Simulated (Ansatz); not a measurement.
ZrB, multiplicity 6 (lowest of 2S+1 = 2, 4, 6 at CCSD(T)/def2-TZVPP on PBE0 minima; our sources give no spin for the ground state, which may be another), most abundant isotopes (89.9047 and 11.0093 u). Constants from fifth-degree fits in 1/R to seven points on the lowest solution found; no spin–orbit coupling, no relativity up to Kr; ω_e x_e and α_e move by some per cent with the fit.

Correlated levels freeze the inner cores; with def2 sets outer-core shells near the valence are correlated too. CBS(a, b) extrapolates the correlation energy as X⁻³ and adds the Hartree–Fock energy of set b.

Programs: Ansatz (Gaussian orbitals). Values without a source in brackets are computed. In def2 rows elements past Kr take small-core potentials, without spin–orbit coupling.

```csv
level,r_e (Å),ω_e (cm⁻¹),ω_e x_e (cm⁻¹),α_e (cm⁻¹)
PBE/def2-TZVPP,2.1679,596.0,3.04,0.00242
"CCSD(T)/CBS(def2-TZVPP, def2-QZVPP)",2.1431,627.6,2.10,0.00195
```

Derive the rotational constants, the centrifugal constant, the fundamental, the zero-point energy and the force constant.


μ = 9.80824 u.
- PBE/def2-TZVPP: B_e = 16.8576/(μ r_e²) = 0.36570 cm⁻¹; B₀ = B_e − α_e/2 = 0.36449 cm⁻¹; D = 4B_e³/ω_e² = 5.51e-07 cm⁻¹; fundamental ω_e − 2ω_e x_e = 590 cm⁻¹; zero-point energy ω_e/2 − ω_e x_e/4 = 297 cm⁻¹; k = μ(2πcω_e)² = 205 N/m
- CCSD(T)/CBS(def2-TZVPP, def2-QZVPP): B_e = 16.8576/(μ r_e²) = 0.37421 cm⁻¹; B₀ = B_e − α_e/2 = 0.37324 cm⁻¹; D = 4B_e³/ω_e² = 5.32e-07 cm⁻¹; fundamental ω_e − 2ω_e x_e = 623 cm⁻¹; zero-point energy ω_e/2 − ω_e x_e/4 = 313 cm⁻¹; k = μ(2πcω_e)² = 228 N/m

Ansatz is a first-principles code.
